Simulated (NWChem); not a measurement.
System: C₄H₆; SMILES C(CC)#C

Parts of the log:

```
             Northwest Computational Chemistry Package (NWChem) 7.3.0
             --------------------------------------------------------

                             Geometry "geometry" -> ""
                             -------------------------

 Output coordinates in angstroms (scale by  1.889725989 to convert to a.u.)

  No.       Tag          Charge          X              Y              Z
 ---- ---------------- ---------- -------------- -------------- --------------
    1 C                    6.0000     0.25378700    -1.97500100     0.00000000
    2 C                    6.0000    -0.15895200    -0.83613400     0.00000000
    3 C                    6.0000    -0.63448900     0.54291600     0.00000000
    4 C                    6.0000     0.48997700     1.57718500     0.00000000
    5 H                    1.0000     0.61456100    -2.98671600     0.00000000
    6 H                    1.0000    -1.28391200     0.69238800     0.87983500
    7 H                    1.0000    -1.28391200     0.69238800    -0.87983500
    8 H                    1.0000     0.07612000     2.59649500     0.00000000
    9 H                    1.0000     1.12864200     1.46591600    -0.88850600
   10 H                    1.0000     1.12864200     1.46591600     0.88850600

 Effective nuclear repulsion energy (a.u.)     102.5730582791

  pbe96 is a nonlocal functional; adding pw91lda local functional.

                                 NWChem DFT Module
                                 -----------------

 Summary of "ao basis" -> "ao basis" (spherical)
 ------------------------------------------------------------------------------
       Tag                 Description            Shells   Functions and Types
 ---------------- ------------------------------  ------  ---------------------
 C                           6-31g*                  6       14   3s2p1d
 H                           6-31g*                  2        2   2s

 in cosmo_initialize ...
 calling solv_data for solv:propanol

 solvent parameters
 solvname_short: propanol
 solvname_long:  1-propanol
 dielec:       20.5240
 dielecinf:     1.9182
 nonaqueous SMD model solvent descriptors
 dielec:       20.5240
 sola:          0.3700
 solb:          0.4800
 solc:          0.0000
 solg:         33.5700
 solh:          0.0000
 soln:          1.3850

          ---------------
          -cosmo- solvent
          ---------------
 Cosmo: York-Karplus, doi: 10.1021/jp992097l
 dielectric constant -eps-     =  20.52
 screen = (eps-1)/(eps    )    =   0.95128
 surface charge correction     = lagrangian

   van der Waals surface
 --------------------------

 ---------- ATOMIC COORDINATES (A.U.) ------------ VDWR(ANG.) --
     1    0.47958789   -3.73221072    0.00000000     1.850
     2   -0.30037573   -1.58006415    0.00000000     1.850
     3   -1.19901035    1.02596247    0.00000000     1.850
     4    0.92592227    2.98044748    0.00000000     1.850
     5    1.16135189   -5.64407485    0.00000000     1.200
     6   -2.42624187    1.30842360    1.66264707     1.200
     7   -2.42624187    1.30842360   -1.66264707     1.200
     8    0.14384594    4.90666408    0.00000000     1.200
     9    2.13282412    2.77017956   -1.67903288     1.200
    10    2.13282412    2.77017956    1.67903288     1.200
 number of segments per atom =        128
 number of   points per atom =        128
 atom (   nspa,  nppa )
 ----------------------
    1 (     78,     0 )       0
    2 (     54,     0 )       0
    3 (     42,     0 )       0
    4 (     58,     0 )       0
    5 (     52,     0 )       0
    6 (     55,     0 )       0
    7 (     55,     0 )       0
    8 (     56,     0 )       0
    9 (     54,     0 )       0
   10 (     54,     0 )       0
 number of -cosmo- surface points =      558
 molecular surface =    101.364 angstrom**2
 molecular volume  =     76.114 angstrom**3
 -lineq- algorithm             =   0
 -bem- low  level              =   3
 -bem- from -octahedral-
 gaussian surface charge width =   4.50000
 degree of switching           =   1.00000
 switching function tolerance  =   0.00010
 atomic radii =
 --------------
    1  6.000  1.850
    2  6.000  1.850
    3  6.000  1.850
    4  6.000  1.850
    5  1.000  1.200
    6  1.000  1.200
    7  1.000  1.200
    8  1.000  1.200
    9  1.000  1.200
   10  1.000  1.200
 ...... end of -cosmo- initialization ......

 nat:                    10
 ixmem:                  5529
 calling mnsol_interface()
 G(SMD-CDS) energy (kcal/mol)  =     0.860
 SMD-CDS SASA (angstrom**2)    =   131.361

            General Information
            -------------------
          SCF calculation type: DFT
          Wavefunction type:  closed shell.
          No. of atoms     :    10
          No. of electrons :    30
           Alpha electrons :    15
            Beta electrons :    15
          Charge           :     0
          Spin multiplicity:     1
          Use of symmetry is: off; symmetry adaption is: off
          Maximum number of iterations: 150
          AO basis - number of functions:    68
                     number of shells:    36
          Convergence on energy requested:  1.00D-06
          Convergence on density requested:  1.00D-05
          Convergence on gradient requested:  5.00D-04

              XC Information
              --------------
          PerdewBurkeErnzerhof Exchange Functional  1.000
            Perdew 1991 LDA Correlation Functional  1.000 local
           PerdewBurkeErnz. Correlation Functional  1.000 non-local

             Grid Information
             ----------------
          Grid used for XC integration:  medium
          Radial quadrature: Mura-Knowles
          Angular quadrature: Lebedev.
          Tag              B.-S. Rad. Rad. Pts. Rad. Cut. Ang. Pts.
          ---              ---------- --------- --------- ---------
          C                   0.70       49          11.0       434
          H                   0.35       45          12.0       434
          Grid pruning is: on
          Number of quadrature shells:   466
          Spatial weights used:  Erf1

      Superposition of Atomic Density Guess
      -------------------------------------

 Sum of atomic energies:        -153.63041183

      Non-variational initial energy
      ------------------------------

 Total energy =    -156.030294
 1-e energy   =    -407.462689
 2-e energy   =     148.859337
 HOMO         =      -0.310857
 LUMO         =       0.073041

   convergence    iter        energy       DeltaE   RMS-Dens  Diis-err
 ---------------- ----- ----------------- --------- --------- ---------
     COSMO gas phase
 d= 0,ls=0.0,diis     1   -155.6956947920 -2.58D+02  1.37D-02  3.83D-01
 d= 0,ls=0.0,diis     2   -155.7147044034 -1.90D-02  8.87D-03  1.71D-01
 d= 0,ls=0.0,diis     3   -155.6923242085  2.24D-02  6.16D-03  3.39D-01
 d= 0,ls=0.0,diis     4   -155.7342573149 -4.19D-02  1.48D-03  2.35D-02
 d= 0,ls=0.0,diis     5   -155.7371989595 -2.94D-03  2.16D-04  2.69D-04
  Resetting Diis
 d= 0,ls=0.0,diis     6   -155.7372306592 -3.17D-05  4.84D-05  1.27D-05
 d= 0,ls=0.0,diis     7   -155.7372322005 -1.54D-06  2.74D-05  1.42D-06
 d= 0,ls=0.0,diis     8   -155.7372320108  1.90D-07  1.58D-05  2.89D-06
 d= 0,ls=0.0,diis     9   -155.7372323878 -3.77D-07  1.99D-06  1.36D-08

   convergence    iter        energy       DeltaE   RMS-Dens  Diis-err
 ---------------- ----- ----------------- --------- --------- ---------
     COSMO solvation phase
 d= 0,ls=0.0,diis     1   -155.7415093625 -4.28D-03  2.59D-03  2.20D-03
 d= 0,ls=0.0,diis     2   -155.7420444152 -5.35D-04  5.86D-04  1.39D-03
 d= 0,ls=0.0,diis     3   -155.7421854867 -1.41D-04  3.54D-04  5.16D-04
 d= 0,ls=0.0,diis     4   -155.7422154434 -3.00D-05  1.48D-04  2.94D-04
 d= 0,ls=0.0,diis     5   -155.7422540582 -3.86D-05  1.43D-05  1.08D-06
 d= 0,ls=0.0,diis     6   -155.7422541748 -1.17D-07  5.59D-06  2.20D-07

         Total DFT energy =     -155.742254174819
      One electron energy =     -411.570057718357
           Coulomb energy =      176.724508171114
    Exchange-Corr. energy =      -23.661578537875
 Nuclear repulsion energy =      102.573058279072

             COSMO energy =        0.191815631227

 Numeric. integr. density =       30.000017268313

                                COSMO-SMD solvation results
                                ---------------------------

             internal energy in gas <Psi(g)|H|Psi(g)> =      -155.737232387811
         internal energy in solvent <Psi(s)|H|Psi(s)> =      -155.736357174122
                               delta internal energy  =         0.000875213688 (    0.55 kcal/mol)
   total free energy in solvent <Psi(s)|H+V/2|Psi(s)> =      -155.743625379547
 polarization energy contribution <Psi(s)|V/2|Psi(s)> =        -0.007268205424 (   -4.56 kcal/mol)
    total free energy in solvent including G(SMD-CDS) =      -155.742254174819
                       G(SMD-CDS) energy contribution =         0.001371204728 (    0.86 kcal/mol)
     1 M fixed-concentration free energy of solvation =        -0.005021787008 (   -3.15 kcal/mol)

                       DFT Final Molecular Orbital Analysis
                       ------------------------------------

 Vector   13  Occ=2.000000D+00  E=-3.131203D-01
              MO Center=  2.7D-01,  1.1D+00, -2.9D-09, r^2= 2.5D+00
   Bfn.  Coefficient  Atom+Function         Bfn.  Coefficient  Atom+Function
  ----- ------------  ---------------      ----- ------------  ---------------
    47      0.364361   4 C  pz               33     -0.237635   3 C  pz
    65     -0.205178   9 H  s                67      0.205178  10 H  s
    51      0.193140   4 C  pz               66     -0.178410   9 H  s
    68      0.178410  10 H  s                19     -0.147978   2 C  pz
    59     -0.134762   6 H  s                61      0.134762   7 H  s

 Vector   14  Occ=2.000000D+00  E=-2.344387D-01
              MO Center=  4.2D-02, -1.2D+00, -9.2D-10, r^2= 2.0D+00
   Bfn.  Coefficient  Atom+Function         Bfn.  Coefficient  Atom+Function
  ----- ------------  ---------------      ----- ------------  ---------------
     3      0.389034   1 C  px               17      0.359439   2 C  px
     7      0.260263   1 C  px               21      0.202140   2 C  px
     4      0.139688   1 C  py               18      0.130803   2 C  py
    46      0.126057   4 C  py               48     -0.126503   4 C  s
    31     -0.120528   3 C  px                8      0.095374   1 C  py

 Vector   15  Occ=2.000000D+00  E=-2.320568D-01
              MO Center= -5.2D-02, -1.2D+00,  6.4D-11, r^2= 2.0D+00
   Bfn.  Coefficient  Atom+Function         Bfn.  Coefficient  Atom+Function
  ----- ------------  ---------------      ----- ------------  ---------------
     5      0.412293   1 C  pz               19      0.372385   2 C  pz
     9      0.276553   1 C  pz               23      0.219356   2 C  pz
    33     -0.152485   3 C  pz               60     -0.129543   6 H  s
    62      0.129543   7 H  s                59     -0.112062   6 H  s
    61      0.112062   7 H  s                66     -0.064741   9 H  s

 Vector   16  Occ=0.000000D+00  E= 1.758963D-02
              MO Center= -5.5D-03, -9.3D-01,  8.6D-10, r^2= 3.3D+00
   Bfn.  Coefficient  Atom+Function         Bfn.  Coefficient  Atom+Function
  ----- ------------  ---------------      ----- ------------  ---------------
    48      0.680678   4 C  s                 7      0.592445   1 C  px
    21     -0.445982   2 C  px               17     -0.391155   2 C  px
     3      0.378442   1 C  px               64     -0.362518   8 H  s
    22     -0.353827   2 C  py               60     -0.262969   6 H  s
    62     -0.262969   7 H  s                36     -0.214882   3 C  py

 Vector   17  Occ=0.000000D+00  E= 2.211659D-02
              MO Center= -1.0D-01, -1.1D+00,  1.5D-09, r^2= 2.7D+00
   Bfn.  Coefficient  Atom+Function         Bfn.  Coefficient  Atom+Function
  ----- ------------  ---------------      ----- ------------  ---------------
     9      0.620715   1 C  pz               23     -0.572881   2 C  pz
    19     -0.437796   2 C  pz               60      0.416730   6 H  s
    62     -0.416730   7 H  s                 5      0.404408   1 C  pz
    37     -0.242390   3 C  pz               51      0.161423   4 C  pz
    59      0.113699   6 H  s                61     -0.113699   7 H  s

 Vector   18  Occ=0.000000D+00  E= 8.960826D-02
              MO Center= -2.5D-01,  6.7D-01, -2.7D-09, r^2= 5.5D+00
   Bfn.  Coefficient  Atom+Function         Bfn.  Coefficient  Atom+Function
  ----- ------------  ---------------      ----- ------------  ---------------
    34      1.912390   3 C  s                48      1.066598   4 C  s
    60     -0.840204   6 H  s                62     -0.840204   7 H  s
    66     -0.707128   9 H  s                68     -0.707128  10 H  s
    64     -0.573839   8 H  s                58     -0.558406   5 H  s
    49      0.545644   4 C  px                8     -0.485832   1 C  py

     Multipole analysis of the density
     ---------------------------------

     L   x y z        total         alpha         beta         nuclear
     -   - - -        -----         -----         ----         -------
     0   0 0 0     -0.000000    -15.000000    -15.000000     30.000000

     1   1 0 0     -0.117423     -0.136265     -0.136265      0.155107
     1   0 1 0      0.388331      0.401862      0.401862     -0.415394
     1   0 0 1      0.000000      0.000000      0.000000      0.000000

     2   2 0 0    -18.311743    -28.121739    -28.121739     37.931735
     2   1 1 0     -1.546997     -1.225415     -1.225415      0.903832
     2   1 0 1      0.000000      0.000000      0.000000      0.000000
     2   0 2 0    -15.528664   -124.200663   -124.200663    232.872662
     2   0 1 1     -0.000000     -0.000000     -0.000000      0.000000
     2   0 0 2    -18.816004    -14.991549    -14.991549     11.167093
```

Level: PBE/6-31G* (spherical d), SMD on the gas-phase geometry. Structure relaxed at the PBE0/def2-SVP level. Solvent: 1-propanol.

**Question.** Reconstruct the input file.

**Answer.** Several could match; the one computed here: the input that was run:
```
start job
memory heap 200 mb stack 900 mb global 1100 mb
geometry units angstroms noautosym nocenter noautoz
  C      0.253787    -1.975001     0.000000
  C     -0.158952    -0.836134     0.000000
  C     -0.634489     0.542916     0.000000
  C      0.489977     1.577185     0.000000
  H      0.614561    -2.986716     0.000000
  H     -1.283912     0.692388     0.879835
  H     -1.283912     0.692388    -0.879835
  H      0.076120     2.596495     0.000000
  H      1.128642     1.465916    -0.888506
  H      1.128642     1.465916     0.888506
end
basis spherical
  * library 6-31g*
end
dft
  xc xpbe96 cpbe96
  iterations 150
end
cosmo
  do_cosmo_smd true
  solvent propanol
end
task dft energy
```
